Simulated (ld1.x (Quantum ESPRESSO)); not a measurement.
# phosphorus (P), PAW: configuration errors across variants

```
Element                 : phosphorus (P)
Generator               : ld1.x (Quantum ESPRESSO) 7.5
Type                    : PAW
Functional              : PBE
Relativity              : non-relativistic
Frozen core             : [Ne]
Valence charge          : 5
Reference configuration : 3s1.75 3p3.25
Partial waves           : 3s (bound): rcut 1.00, rcutus 1.30 bohr; 3s channel at -0.55 Ry: rcut 1.00, rcutus 1.30 bohr; 3p (bound): rcut 1.65, rcutus 1.90 bohr; 3p channel at 1.3 Ry: rcut 1.65, rcutus 1.90 bohr; 3d channel at 0.05 Ry: rcut 1.45, rcutus 1.60 bohr
Local potential         : all-electron potential smoothed inside 1.70 bohr (lloc = -1)
Core correction         : Bessel-smoothed model core, default radius (core density twice the valence density)
Augmentation charge     : PSQ, radius 1.10 bohr
```

All-electron excitation energies from the reference (eV): (1) 3s2 3p3 -2.099; (2) 3s2 3p2 7.643; (3) 3s2 3p1 26.802; (4) 3s2 3p3.3 -3.409; (5) 3s1 3p0 108.433; (6) 3s0 3p5 14.924; (7) 3s2 3p2.5 1.682.

The default core radius of the base comes out at 0.99 bohr.

3 further variants failed, have other tests or another functional or relativity, and are left out.

A true bound ghost makes a file unfit for plane-wave use even where its test errors are small: the radial tests pick states by their node count and pass the ghost by.

Errors AE − PS in meV (a dash: test not solved or not reliable):

```tsv
change	(1)	(2)	(3)	(4)	(5)	(6)	(7)	bound ghosts
base	0.0	-0.5	-7.0	0.0	-129	-0.8	0.0	s
local potential all-electron potential smoothed inside 1.88 bohr (lloc = -1)	0.0	-0.5	-7.0	0.0	-130	-0.8	0.0	s
core correction Bessel-smoothed model core inside 0.86 bohr	0.0	-0.5	-7.0	0.0	-129	-0.8	0.0	s
```

Problem. Give the same row for: type RRKJ; waves now 3p (bound): rc 1.90 bohr; 3d channel at 0.05 Ry: rc 1.60 bohr; 3s (bound): rc 1.30 bohr; local potential the s channel; rho0 0.01.

Solution. -0.3, +3.2, +29, 0.0, +236, -18, +0.1; bound ghosts: none.
